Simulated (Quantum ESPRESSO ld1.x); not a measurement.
Values are calculated unless marked as measured or tabulated.
Question: The mean radii <r> (bohr) of the occupied orbitals of an atom or ion are listed with their occupations. Code: ld1.x of Quantum ESPRESSO 7.5. Model: scalar-relativistic Kohn-Sham, PW91, spin-unpolarised, spherical densities, point nucleus.

orbital  occ.      <r>
1s          2  0.02150
2s          2  0.09150
2p          6  0.08089
3s          2   0.2394
3p          6   0.2381
3d         10   0.2166
4s          2   0.5400
4p          6   0.5713
4d         10   0.6181
5s          2    1.268
5p          6    1.447
4f          7   0.7805

Name the element and its charge.

Answer: Z = 65, terbium, charge +4: Tb4+ in [Xe] 4f7. The 1s radius gives Z: for a bare nucleus <r> = (2 gamma + 1)/(2Z) with gamma = sqrt(1 - (Z/c)^2), 0.02124 bohr for Z = 65, and screening makes it slightly larger (0.02150 here). The occupations add up to 61, and the charge is Z minus that.
